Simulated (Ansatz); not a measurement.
Total energies of W6⁺ from Ansatz at PBE0-D4/def2-TZVP, gas phase (1 Eh = 27.2114 eV = 2625.5 kJ/mol). The reference geometry is relaxed at PBE-D4/def2-SVP.

```xyz
6

W     0.555   -0.916   -1.083
W    -0.469   -1.472    1.022
W    -0.321    1.291   -1.697
W     1.789   -0.578    1.056
W     0.263    1.314    0.726
W    -1.817    0.362   -0.024
```

| state | geometry | energy (Eh) |
| --- | --- | --- |
| charge 1 doublet | reference | -402.18178 |
| charge 1 quartet | relaxed at PBE-D4/def2-SVP | -402.17013 |
| charge 1 sextet | relaxed at PBE-D4/def2-SVP | -402.15962 |

In the def2 sets W takes a core potential; there is no spin–orbit coupling.

Q: Which of the charge 1 states is lowest, and how far above it are the others?

A: The doublet. quartet: -402.17013 − (-402.18178) = 0.01165 Eh = 30.6 kJ/mol; sextet: -402.15962 − (-402.18178) = 0.02216 Eh = 58.2 kJ/mol. The sextet differs in its bonds from the reference.

At PBE0-D4/def2-TZVP the charge 1 doublet is spin-contaminated (final ⟨S²⟩ up to 0.92, 0.75 for a pure state). At PBE0-D4/def2-TZVP the charge 1 quartet is spin-contaminated (final ⟨S²⟩ up to 3.93, 3.75 for a pure state). At PBE0-D4/def2-TZVP the charge 1 sextet is spin-contaminated (final ⟨S²⟩ up to 8.88, 8.75 for a pure state).

The structure comes from a short search, and lower isomers may exist.
